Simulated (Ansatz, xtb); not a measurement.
**Relative energy of two isomers of C4H9BF2O**

We compare X, `CC[C@H](O)CB(F)F`, a singlet, with Y, `C[C@H](CO)CB(F)F`, a singlet. Both are isolated molecules in the gas phase, relaxed with PBE-D3(BJ)/def2-SVP; each stands in its lowest conformer found.

Task: Estimate which is lower in electronic energy at CCSD(T)/def2-SVP + ΔMP2/def2-TZVPP, and by roughly how much.

Result: The CCSD(T)/def2-SVP + ΔMP2/def2-TZVPP calculation puts structure X lower, by 11.5 kJ/mol.

How the difference moves with the method:

| level | geometry | E(Y) − E(X) (kJ/mol) | departure from the last row (kJ/mol) | job, with rough time for the two |
| --- | --- | --- | --- | --- |
| GFN2-xTB | GFN2-xTB | +4.8 | −6.7 | optimisation, 0.36 s |
| HF/STO-3G | GFN2-xTB | +12.2 | +0.6 | single point, 0.44 s |
| r2SCAN-D4/def2-SVP | GFN2-xTB | +11.7 | +0.1 | single point, 4.5 s |
| PBE-D3(BJ)/def2-SVP | PBE-D3(BJ)/def2-SVP | +13.8 | +2.2 | optimisation, 41 s |
| HF/def2-SVP | PBE-D3(BJ)/def2-SVP | +13.0 | +1.5 | part of the CCSD(T) run |
| MP2/def2-SVP | PBE-D3(BJ)/def2-SVP | +14.7 | +3.2 | part of the CCSD(T) run |
| CCSD(T)/def2-SVP | PBE-D3(BJ)/def2-SVP | +14.6 | +3.1 | single point |
| CCSD(T)/def2-SVP + ΔMP2/def2-TZVPP | PBE-D3(BJ)/def2-SVP | +11.5 |  | single point, 2.7 min |

As drawn, both hold the same kinds of bond in the same numbers.

None of the levels shown reverses the order. The largest departure from CCSD(T)/def2-SVP + ΔMP2/def2-TZVPP is that of GFN2-xTB, 6.7 kJ/mol. The last row adds to CCSD(T) the change of the MP2 difference between the two basis sets, here −3.1 kJ/mol.

With thermal terms from frequencies at re-optimised GFN2-xTB minima (ideal gas, soft modes damped towards free rotors, one conformer each, 298.15 K, 1 atm): on the last row, ΔE + ΔZPE = +11.2, ΔH = +11.0, ΔG = +11.8 kJ/mol.

The correlated steps freeze 8 core orbitals. Programs: Ansatz 0.2.0, xtb 6.7.1; the last row on 4 threads of Arm Neoverse V1 on a shared host.
